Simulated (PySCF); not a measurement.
H4GeO4, charge +1, doublet, geometry from GFN2-xTB (a state made from the parent by changing its charge; the spin is typed, not shown lowest); M062X/STO-3G (PySCF).

Here is a job for PySCF.
```python
from pyscf import gto, scf, dft

mol = gto.Mole()
mol.atom = '''
    O     0.346953    1.420819   -0.881426
    Ge    0.000000   -0.000000    0.000000
    O    -1.093529    0.426164    1.240401
    O    -0.682914   -1.187048   -1.020078
    O     1.429491   -0.659935    0.661104
    H    -0.196396    1.799940   -1.584162
    H    -0.861238    0.816577    2.092701
    H    -1.235814   -1.927352   -0.738920
    H     2.293447   -0.689166    0.230381
'''
mol.basis = 'sto-3g'
mol.charge = 1
mol.spin = 1
mol.verbose = 4
mol.symmetry = True
mol.build()

mf = dft.UKS(mol)
mf.xc = 'm062x'
mf.kernel()
mf.analyze()
```

Write the output that PySCF gives for this input, abridged.


```
Traceback (most recent call last):
  File "input.py", line 20, in <module>
  File "site-packages/pyscf/gto/mole.py", line 2621, in build
  File "site-packages/pyscf/gto/mole.py", line 2719, in _build_symmetry
  File "site-packages/pyscf/symm/basis.py", line 74, in symm_adapted_basis
  File "site-packages/pyscf/symm/geom.py", line 510, in symm_identical_atoms
pyscf.lib.exceptions.PointGroupSymmetryError: Symmetry identical atoms not found. This may be due to the strict setting of the threshold symm.geom.TOLERANCE. Consider adjusting the tolerance.
```

The program refused the input.
